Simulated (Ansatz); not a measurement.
The cluster SnO2⁻ (the lowest doublet isomer of a short search). Total charge -1; doublet. Geometry r2SCAN-D4/def2-TZVPD, basis def2-TZVPD, Ansatz.

```tsv
atom	x (Å)	y (Å)	z (Å)
Sn1	0.025	0.143	-0.552
O2	1.675	-0.251	0.308
O3	-1.700	0.107	0.245
```

```
run  HOMO (eV)  LUMO (eV)
  A      -3.42       4.82
  B      -3.80       3.45
  C      -0.27       0.43
  D      -0.07       0.87
  E      -0.44       1.02
  F      -1.34       1.65
```

In the def2 sets Sn takes a core potential; there is no spin–orbit coupling. LC-ωPBE has ω = 0.4 bohr⁻¹. The structure comes from a short search, and lower isomers may exist.

HOMO and LUMO are taken over both spins.

Task: The runs used HF, LC-ωPBE, LDA (SPW92), PBE0, r2SCAN, revPBE. Estimate which is which.

Result: A HF (100 % exact exchange); B LC-ωPBE (range-separated); C LDA (SPW92) (0 % exact exchange); D revPBE (0 % exact exchange); E r2SCAN (0 % exact exchange); F PBE0 (25 % exact exchange). Exact exchange lowers occupied and raises empty levels; among semilocal functionals meta-GGAs tend to open the gap a little, and such runs are hard to tell apart. The gap grows from 0.70 eV (LDA (SPW92)) to 8.24 eV (HF).
